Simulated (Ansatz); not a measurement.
The same redistribution along the group F, Cl, Br.

Computed with Ansatz on PBE0-D4/def2-TZVP structures; ΔE is electronic, products minus reactants. CCSD(T)/CBS adds triple-zeta CCSD(T) − MP2 to the extrapolated MP2 energy (def2 sets, frozen cores). Elements past krypton have def2 core potentials. For Br, In outer-core shells are correlated without core-valence functions, which leaves a few kJ/mol of doubt a bond. Scalar relativity is left out up to krypton. Each species was taken in one conformer, which may not be the lowest.

Question: Order these by ΔE at CCSD(T)/CBS, lowest first. (An estimate is asked.)
A. `NCBCl` + `[NH2][In]([Cl])[Cl]` → `NBCN` + `[Cl][In]([Cl])[Cl]`
B. `NCBBr` + `[NH2][In]([Br])[Br]` → `NBCN` + `[Br][In]([Br])[Br]`
C. `NCBF` + `[NH2][In]([F])[F]` → `NBCN` + `[F][In]([F])[F]`

Answer: B (-148.9 kJ/mol), A (-120.3 kJ/mol), C (-5.3 kJ/mol).

Largest T1 diagnostic: 0.018, for `[F][In]([F])[F]`.
